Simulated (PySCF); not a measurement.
boroxine (B3H3O3), SMILES O1BOBOB1. Heavy atoms are numbered as in [BH:1]1[O:2][BH:3][O:4][BH:5][O:6]1. Hydrogens are named by the atom that carries them.

Geometry: PBE0-D3(BJ)/def2-SVP.

Computed with HF/pcSseg-1 (PySCF).

GIAO shieldings, no solvent; atoms alike by connectivity are averaged. δ = σ(ref) − σ: ¹¹B against BF3 (σ = 102.7 ppm); ¹⁷O against H2O (σ = 333.0 ppm); ¹H against TMS (σ = 31.99 ppm), references at their B3LYP-D3(BJ)/def2-TZVP geometries, non-relativistic.

```json
[
 {"nucleus": "¹¹B", "atoms": "B1 (BH)", "count": "3", "δ (ppm)": "16.0"},
 {"nucleus": "¹⁷O", "atoms": "O2", "count": "3", "δ (ppm)": "176.2"},
 {"nucleus": "¹H", "atoms": "H on B1", "count": "3", "δ (ppm)": "4.65"}
]
```
